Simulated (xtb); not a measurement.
B(H)(OMe)(SMe) (C2H7BOS), SMILES O(C)BSC. All values are semi-empirical tight-binding results from xtb (GFN2-xTB unless named), good for trends rather than for accurate numbers. The structure is a stationary point at GFN2-xTB. The structure was generated by enumeration, and PubChem lists no compound with its InChIKey, so it may never have been made. The values are those of a single conformer.

Q: Estimate the properties. (Estimate from the structure and the level; the computed values follow.)

A: 
* **orbital gap**: 4.66 eV
* **zero-point energy**: 57.6 kcal/mol
* **G − E(el) at 298.15 K (modified RRHO)**: 37.7 kcal/mol
* **static polarisability (D4 model)**: 64.6 bohr³
* **solvation energy, GFN2-xTB/ALPB(water)**: -1.5 kcal/mol
* **solvation energy, GFN2-xTB/ALPB(ch2cl2)**: -6.3 kcal/mol
